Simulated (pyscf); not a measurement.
**Rearrangement: cyclic H₄GaPSi (SMILES [SiH2]1[PH][GaH]1) → H₃Si–PH–Ga [singlet]**

Gas phase, singlet surface, charge 0. Bonds broken: Ga2–H4, Ga2–Si5. Bonds formed: H4–Si5. Structures and frequencies: ωB97X-D3(BJ)/def2-SVP in PySCF. Correlated levels are frozen-core, on RHF or UHF. ΔMP2 is the change of the MP2 total energy from the triple- to the quadruple-zeta basis.

Transition state (Å):

```xyz
7

P      1.3994     0.5073    -0.5997
Ga    -0.5156    -0.7069    -1.1836
H      0.8448     1.6573    -1.2333
H     -1.7588    -1.2441    -0.3965
Si     0.0407     0.3922     1.1393
H     -0.6106     1.6796     1.5100
H      0.7380    -0.2770     2.2711
```

One imaginary mode, 624i cm⁻¹; descent along it reached the two sides named.

```
bond     change  reactant side (Å)  saddle  product side
-------  ------  -----------------  ------  ------------
Ga2–H4   breaks              1.546   1.567           2.7
Ga2–Si5  breaks              2.308     2.6           3.1
H4–Si5    forms                3.8     2.9         1.514
```

Electronic energies relative to the reactant's lowest minimum found (kcal/mol):

```json
[
 {"level": "ωB97X-D3(BJ)/def2-TZVP", "barrier": "26.0", "reaction energy": "-21.6", "reverse barrier": "47.6"},
 {"level": "PBE/def2-TZVP", "barrier": "15.5", "reaction energy": "-19.9", "reverse barrier": "35.3"},
 {"level": "r²SCAN/def2-TZVP", "barrier": "18.4", "reaction energy": "-17.4", "reverse barrier": "35.7"},
 {"level": "B3LYP-D3(BJ)/def2-TZVP", "barrier": "17.4", "reaction energy": "-26.6", "reverse barrier": "44.0"},
 {"level": "PBE0-D3(BJ)/def2-TZVP", "barrier": "19.7", "reaction energy": "-20.0", "reverse barrier": "39.8"},
 {"level": "M06-2X/def2-TZVP", "barrier": "22.0", "reaction energy": "-21.7", "reverse barrier": "43.6"},
 {"level": "ωB97M-D3(BJ)/def2-TZVP", "barrier": "21.8", "reaction energy": "-24.4", "reverse barrier": "46.1"},
 {"level": "HF/def2-TZVP", "barrier": "31.2", "reaction energy": "-25.7", "reverse barrier": "56.9"},
 {"level": "MP2/def2-QZVPP", "barrier": "20.6", "reaction energy": "-19.1", "reverse barrier": "39.6"},
 {"level": "CCSD/def2-TZVPP", "barrier": "23.0", "reaction energy": "-20.5", "reverse barrier": "43.5"},
 {"level": "CCSD(T)/def2-TZVPP", "barrier": "20.6", "reaction energy": "-19.5", "reverse barrier": "40.1"},
 {"level": "CCSD(T)/def2-TZVPP + ΔMP2(QZVPP)", "barrier": "19.7", "reaction energy": "-20.6", "reverse barrier": "40.4"}
]
```

With CCSD(T)/def2-TZVPP + ΔMP2(QZVPP) energies and thermal terms (ideal gas, 1 atm, RRHO with modes under 100 cm⁻¹ raised to 100, one conformer, R ln 2 for chiral ones without a mode under 150 cm⁻¹), in kcal/mol:

```
T (K)   ΔH‡   ΔG‡     ΔH     ΔG
-----  ----  ----  -----  -----
298    18.8  18.8  -19.5  -19.8
600    18.3  19.0  -19.9  -20.0
900    17.8  19.5  -20.1  -20.0
1200   17.2  20.1  -20.2  -19.9
```

cyclic H₄GaPSi (SMILES [SiH2]1[PH][GaH]1) lies 7.4 kcal/mol over its isomer H₂P–SiH₂–Ga [singlet] (electronic energy, ωB97M-D3(BJ)/def2-TZVP). One saddle was located; it need not be the lowest between these sides. The CCSD(T) − MP2 part came from Ansatz, without density fitting, on the same reference. The frozen core leaves the outer d or s,p core shells of the metals and heavy elements correlated in the MP2 and CC values, and def2-TZVPP describes them poorly, which can shift differences by a few kcal/mol. Elements up to Kr have no core potential and no relativistic terms here.
